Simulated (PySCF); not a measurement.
TaF3, SMILES [F][Ta]([F])[F] (connectivity only; charge and spin as stated), neutral, multiplicity 3.

Geometry: B3LYP-D3(BJ)/def2-TZVP. The spin state was assumed, not searched. The def2 effective core potentials stand for the cores of Ta; spin–orbit coupling is left out.

Level of theory: TDA-PBE/def2-SVPD (PySCF 2.14.0).

Vertical excitations. Gas-phase values at a fixed geometry.

| state | energy (eV) | λ (nm) | f | main pairs |
|---|---|---|---|---|
| root 1 | 0.70 | 1770 | 0.000 | α HOMO→LUMO 100 % |
| root 2 | 2.07 | 599 | 0.000 | α HOMO−1→LUMO 77 %, α HOMO→LUMO+2 22 % |
| root 3 | 2.11 | 588 | 0.004 | α HOMO→LUMO+1 100 % |
| root 4 | 2.35 | 528 | 0.000 | α HOMO→LUMO+2 77 %, α HOMO−1→LUMO 22 % |
| root 5 | 3.25 | 381 | 0.021 | α HOMO→LUMO+3 99 % |
| root 6 | 3.81 | 325 | 0.002 | α HOMO−1→LUMO+2 100 % |
| root 7 | 3.84 | 322 | 0.018 | α HOMO−1→LUMO+1 99 % |
| root 8 | 3.93 | 316 | 0.000 | α HOMO→LUMO+4 99 % |
| root 9 | 4.72 | 263 | 0.000 | α HOMO→LUMO+5 100 % |
| root 10 | 4.79 | 259 | 0.002 | α HOMO→LUMO+6 93 % |
Unrestricted roots are not spin-pure.
